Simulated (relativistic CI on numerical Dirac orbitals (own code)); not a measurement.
**W: what numerical and physical settings do to a radial Dirac CI calculation**

Reference input:

```
atom W  Z=74  charge=0  electrons=74
nucleus A=184  rms_radius_fm=5.3658
hamiltonian dirac-coulomb  breit=on  qed=on  c_scale=1
orbitals kli  potential=per-configuration
slater_scale 1
correlation none
mixing on
grid step=0.0125 r_max=259.4
scf mixing=0.4 start=green max_iterations=150 tolerance=2e-08 node_fill=0.05
configurations
  [Xe] 4f14 5d4 6s2
  [Xe] 4f14 5d5 6s
  [Xe] 4f14 5d6
end
```

Computed lowest total energy -16127.37198 Ha, first excitation 4985.1 cm⁻¹, 38 SCF steps. Runs with settings changed; * marks those that are bad on purpose (the QED terms keep the true α when c is scaled):

```tsv
Changed	Outcome	Lowest level	ΔE (Ha)	First excitation (cm⁻¹)	SCF steps	Message
iteration limit 20	converged	5d⁵6s ⁷S3	0	4985.1	38	
iteration limit 30, QED terms off, Slater scale 0.5	converged	5d⁴6s² ⁵D0	-11.6	1837.4	38	
SCF tolerance 0.0001, node fill of the KLI weights 0.5	converged	5d⁵6s ⁷S3	0.0893	3406.0	30	
end of the grid at 389.1 bohr, grid step 0.03, speed of light × 0.8	converged	5d⁴6s² ⁵D0	-623	1742.1	38	
speed of light × 0.05 *	not converged				1	SCF of 1s2 2s2 2p6 3s2 3p6 3d10 4s2 4p6 4d10 4f14 5s2 5p6 5d4 6s2 stopped: an orbital could not be found
end of the grid at 38.91 bohr *	converged	5d⁵6s ⁷S3	-2.18e-11	4985.1	38
```

With so few configurations and no correlation the model can put configurations in the wrong order; the tabulated ground configuration is [Xe] 4f14 5d4 6s2.
